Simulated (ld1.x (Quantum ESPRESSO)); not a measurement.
# What one change does to a pseudopotential (Co, TM semilocal)

cobalt (Co), norm-conserving Troullier–Martins (semilocal form), made with ld1.x (Quantum ESPRESSO) 7.5 (LDA (PZ), scalar-relativistic). Core [Ne] 3s2, reference 3p6 3d7 4s0 4p0 (charge +2). Waves: 3p (bound): rc 1.00 bohr; 3d (bound): rc 1.60 bohr; 4s (bound, empty): rc 2.20 bohr. Local part: the s channel. Core correction: Bessel-smoothed model core inside 1.00 bohr.

All-electron outer shells of the reference configuration (LDA (PZ), scalar-relativistic, ld1.x):

| shell | level (eV) | outermost node (bohr) | outermost maximum (bohr) |
| --- | --- | --- | --- |
| 3s | -121.03 | 0.31 | 0.67 |
| 3p | -84.69 | 0.28 | 0.68 |
| 3d | -27.39 | – | 0.66 |
| 4s | -21.11 | 0.95 | 2.07 |
| 4p | -14.70 | 1.03 | 2.47 |

Change: reference 3p6 3d7.5 4s1.5 4p0.

Cutoffs: the cutoffs (Ry, on a coarse ladder) from which the occupation-weighted sum of valence levels, in a spherical-Bessel basis at the reference potential, stays within 10 and 1 mRy of its value at 400 Ry; they do not see the model core or the augmentation charge, which bear on the density cutoff. Errors are all-electron minus pseudo energies relative to the spin-unpolarised reference configuration.

Problem. What does the change do?

Solution. The potential gets neither clearly harder nor softer (110 Ry and 180 Ry → 110 Ry and 180 Ry); the range in which the s phases agree widens (upper end 2.0 → 3.2); the range in which the d phases agree widens (upper end -0.3 → 1.1); neither file shows a bound ghost. A semilocal file is local in each channel, so a ghost entry of none says nothing of the separable form that plane-wave codes build from it.

| quantity | base | changed |
| --- | --- | --- |
| cutoff, loose | 110 Ry | 110 Ry |
| cutoff, tight | 180 Ry | 180 Ry |
| bound ghosts | none | none |
| largest error over its own tests, meV | -607 | -74 |
| s: phases at 2.39 bohr within 0.05 rad from the reference energy up to (Ry; the scan ends near 5) | 2.0 | 3.2 |
| p: phases at 2.39 bohr within 0.05 rad from the reference energy up to (Ry; the scan ends near 5) | to the end of the scan | to the end of the scan |
| d: phases at 2.39 bohr within 0.05 rad from the reference energy up to (Ry; the scan ends near 5) | -0.3 | 1.1 |
